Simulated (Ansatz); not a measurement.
CH5OSSi, SMILES `CO[SiH]S` radical, 9 atoms. Charge 0, multiplicity 2. All runs use 4 threads of a server CPU on a shared host. Correlated methods freeze the cores. Open-shell runs search over several starts.

Question: Give the basis size and wall time and peak host memory of each of these runs in Ansatz. UKS ωB97X-V/def2-TZVPP energy; UKS ωB97M-V/def2-SVP energy; UHF-MP2/def2-QZVPP energy; UKS ωB97M-V/def2-QZVPP energy; UKS PBE0-D4/def2-SVP energy; UKS PBE0-D4/def2-TZVP frequencies; UKS r2SCAN-D4/def2-TZVPP energy and forces; direct RPA on PBE orbitals/def2-TZVPP energy; UKS PBE0-D4/def2-TZVP relaxation (17 steps); UHF-CCSD(T)/def2-TZVPP energy; UKS r2SCANh-D4/def2-TZVPP energy; UKS PBE0-D4/def2-QZVPP energy. (Estimate.)

Answer: The calculation gave: Other jobs shared the machine, so times are rough.

| level | job | functions | wall time | peak host memory (GiB) |
| --- | --- | --- | --- | --- |
| UKS PBE0-D4/def2-SVP | energy | 89 | 1.5 s | 0.22 |
| direct RPA on PBE orbitals/def2-TZVPP | energy | 216 | 6 s | 0.6 |
| UKS ωB97M-V/def2-SVP | energy | 89 | 6.5 s | 0.41 |
| UKS r2SCAN-D4/def2-TZVPP | energy and forces | 216 | 6.5 s | 0.36 |
| UKS r2SCANh-D4/def2-TZVPP | energy | 216 | 8 s | 0.71 |
| UKS ωB97X-V/def2-TZVPP | energy | 216 | 10 s | 0.86 |
| UKS PBE0-D4/def2-QZVPP | energy | 404 | 14 s | 1.6 |
| UHF-MP2/def2-QZVPP | energy | 404 | 25 s | 2 |
| UKS ωB97M-V/def2-QZVPP | energy | 404 | 30 s | 2.1 |
| UKS PBE0-D4/def2-TZVP | relaxation (17 steps) | 166 | 59 s | 0.48 |
| UKS PBE0-D4/def2-TZVP | frequencies | 166 | 110 s | 0.46 |
| UHF-CCSD(T)/def2-TZVPP | energy | 216 | 4.1 min | 8 |
